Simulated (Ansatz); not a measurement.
```yaml
crystal:
  periodic: [false, false, false]
  atoms:
    - {symbol: B, position_ang: [-0.075045, 0.473086, 0.863666]}
    - {symbol: C, position_ang: [0.775083, -0.658706, 0.204319]}
    - {symbol: F, position_ang: [1.156215, -1.823902, 0.739859]}
    - {symbol: N, position_ang: [-0.767865, -0.493787, -0.148762]}
    - {symbol: Al, position_ang: [0.376230, 0.365402, -1.311338]}
    - {symbol: H, position_ang: [0.136698, 1.566361, 0.205336]}
    - {symbol: H, position_ang: [-0.445602, 0.652647, 1.979406]}
    - {symbol: H, position_ang: [-1.400247, -1.218296, 0.146082]}
    - {symbol: H, position_ang: [0.333030, 1.090996, -2.695568]}
basis:
  gaussian: {orbitals: cc-pVDZ, final_grid: {core_spheres: 8, valence_spheres: 7, degree: 23}}
total_charge: -1
magnetization: {spin_polarized: true, initial_magnetization: 1}
hamiltonian: {xc: {name: HF}}
correlation: {active_space: {window: {electrons: 40, orbitals: 30}}}
accuracy: high
```

```sh
$ ansatz run in.yaml --threads 2 --pin off --events-out ev --progress --plain --max-ram 4352MiB
```

(1) How does Ansatz answer? (Best estimate.)

Results:

(1) Computed: The input was rejected before any iteration.
```
Error: invalid value for `correlation.active_space`: it starts from restricted Hartree–Fock orbitals; set hamiltonian.xc: hf without magnetization.spin_polarized
```
